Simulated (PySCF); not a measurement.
Estimate the missing entries of this data sheet.

C4H10OSi2.
Bonds: Si1–O2, O2–Si3, Si3–C4, C4–C5, C5–C6 (double), C6–C7, Si3–C7. Hydrogens: H8, H9, H10 on Si1; H11 on Si3; H12, H13 on C4; H14 on C5; H15 on C6; H16, H17 on C7.

```json
{"property": "point group of the GFN2-xTB geometry", "level": "GFN2-xTB", "value": "C1"}
{"property": "rotational constants A, B, C of the GFN2-xTB geometry", "level": "GFN2-xTB", "value": "3.887, 0.974, 0.918 GHz"}
{"property": "dipole moment", "level": "B3LYP/def2-SVPD", "value": "0.32 D"}
{"property": "HOMO energy", "level": "B3LYP/def2-SVPD", "value": "?"}
{"property": "LUMO energy", "level": "B3LYP/def2-SVPD", "value": "?"}
{"property": "lowest singlet excitation", "level": "TDDFT B3LYP/def2-SVPD", "value": "?"}
{"property": "strongest line among the 8 lowest singlet transitions", "level": "TDDFT B3LYP/def2-SVPD", "value": "S5 at 6.90 eV (180 nm, f = 0.053)"}
{"property": "lowest triplet excitation (Tamm–Dancoff)", "level": "TDA B3LYP/def2-SVPD", "value": "?"}
{"property": "static isotropic polarisability", "level": "B3LYP/def2-SVPD", "value": "96.7 au"}
{"property": "electronic spatial extent ⟨r²⟩ about the centre of nuclear charge", "level": "B3LYP/def2-SVPD", "value": "1366 bohr²"}
{"property": "13C chemical shifts (computed TMS as zero) by class", "level": "GIAO PBE0/pcSseg-1", "value": "?"}
{"property": "1H chemical shifts (computed TMS as zero) by class", "level": "GIAO PBE0/pcSseg-1", "value": "?"}
{"property": "isotropic shieldings of nuclei other than C and H, by class", "level": "GIAO PBE0/pcSseg-1", "value": "317 (O2), 342 (Si3), 394 (Si1) ppm"}
```

Electronic properties: PySCF, gas phase, density fitting.

Task: Give the HOMO energy.

Result: -6.86 eV.

Task: What is the LUMO energy?

Result: -0.10 eV.

Task: The lowest triplet excitation (Tamm–Dancoff)?

Result: 4.52 eV.

Task: Give the 13C chemical shifts (computed TMS as zero) by class.

Result: 137.8 (C5/C6), 22.6 (C4/C7) ppm.

Task: Give the lowest singlet excitation.

Result: 6.12 eV (203 nm, f = 0.002).

Task: What are the 1H chemical shifts (computed TMS as zero) by class?

Result: 6.11 (H14/H15), 5.53 (H11), 5.17 (H8/H9/H10), 1.61 (H12/H17), 1.56 (H13/H16) ppm.

The principal polarisabilities are 83.9, 99.8 and 106.3 au; their mean is the isotropic value. No computed singlet falls in the visible range (750 to 380 nm, 1.65 to 3.26 eV); S1 lies 2.86 eV above its blue end. A dipole of 0.32 D is allowed in C1, and pure rotational transitions are dipole-allowed.

For the TDDFT job (B3LYP/def2-SVPD), hardware: Arm Neoverse V1, one thread, shared host. Cost: 62 s (grids of density and orbitals included), 0.86 GiB resident at most.
